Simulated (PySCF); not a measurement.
Isomers of C6H10OS, mass 130.045 u with the commonest isotopes. Method used: PBE0/def2-SVPD in PySCF (dipole) on a GFN2-xTB geometry, gas phase. One conformer each, none proved a minimum here; rigid rotors.

Question: Order these by dipole moment, largest first.
A. `[CH2:1]=[C:2]([CH3:3])[CH2:4][O:5][C:6]([CH3:7])=[S:8]` with C1–C2–C4–O5 -123°, C2–C4–O5–C6 177°, C4–O5–C6–C7 -2°
B. `[CH2:1]=[CH:2][C@@H:3]1[CH2:4][S:5][C@@H:6]1[O:7][CH3:8]` with C1–C2–C3–C4 -123°, S5–C6–O7–C8 73°, C2–C3–C4–S5 -136°, C3–C4–S5–C6 12°, C4–S5–C6–O7 104°, C2–C3–C6–S5 135°
C. `[CH3:1][O:2][C:3](=[S:4])[CH2:5][CH:6]1[CH2:7][CH2:8]1` with C1–O2–C3–S4 1°, O2–C3–C5–C6 80°, C3–C5–C6–C7 148°
D. `[CH3:1][S:2]/[C:3]([CH3:4])=[CH:5]/[C:6]([CH3:7])=[O:8]` with C1–S2–C3–C4 -179°, C3–C5–C6–C7 -179°

Answer: A (4.61 D), D (3.76 D), C (2.28 D), B (1.18 D).

Question: Order these by rotational constant A, largest first.
A. `[CH2:1]=[CH:2][C@@H:3]1[CH2:4][S:5][C@@H:6]1[O:7][CH3:8]` with C1–C2–C3–C4 -123°, S5–C6–O7–C8 73°, C2–C3–C4–S5 -136°, C3–C4–S5–C6 12°, C4–S5–C6–O7 104°, C2–C3–C6–S5 135°
B. `[CH2:1]=[C:2]([CH3:3])[CH2:4][O:5][C:6]([CH3:7])=[S:8]` with C1–C2–C4–O5 -123°, C2–C4–O5–C6 177°, C4–O5–C6–C7 -2°
C. `[CH3:1][S:2]/[C:3]([CH3:4])=[CH:5]/[C:6]([CH3:7])=[O:8]` with C1–S2–C3–C4 -179°, C3–C5–C6–C7 -179°

Answer: B (3502 MHz), C (3000 MHz), A (2369 MHz).

Question: Order these by radius of gyration √(Σ m r²/M), largest first.
A. `[CH3:1][O:2][C:3](=[S:4])[CH2:5][CH:6]1[CH2:7][CH2:8]1` with C1–O2–C3–S4 1°, O2–C3–C5–C6 80°, C3–C5–C6–C7 148°
B. `[CH2:1]=[CH:2][C@@H:3]1[CH2:4][S:5][C@@H:6]1[O:7][CH3:8]` with C1–C2–C3–C4 -123°, S5–C6–O7–C8 73°, C2–C3–C4–S5 -136°, C3–C4–S5–C6 12°, C4–S5–C6–O7 104°, C2–C3–C6–S5 135°
C. `[CH2:1]=[C:2]([CH3:3])[CH2:4][O:5][C:6]([CH3:7])=[S:8]` with C1–C2–C4–O5 -123°, C2–C4–O5–C6 177°, C4–O5–C6–C7 -2°
D. `[CH3:1][S:2]/[C:3]([CH3:4])=[CH:5]/[C:6]([CH3:7])=[O:8]` with C1–S2–C3–C4 -179°, C3–C5–C6–C7 -179°

Answer: C (2.364 Å), D (2.267 Å), A (2.159 Å), B (2.058 Å).

```
               SMILES  point group  Ia (u·Å²)  Ib (u·Å²)  Ic (u·Å²)      κ  μa (D)  μb (D)  μc (D)
     CS/C(C)=C/C(C)=O      near Cs     168.44     504.76     663.67  -0.79    2.26    3.00    0.02
        COC(=S)CC1CC1           C1     165.62     482.83     564.02  -0.86    0.27    2.26    0.21
C=C[C@@H]1CS[C@@H]1OC           C1     213.30     359.74     528.59  -0.36    0.72    0.76    0.54
       C=C(C)COC(C)=S           C1     144.32     614.70     694.72  -0.93    3.13    3.16    1.22
```
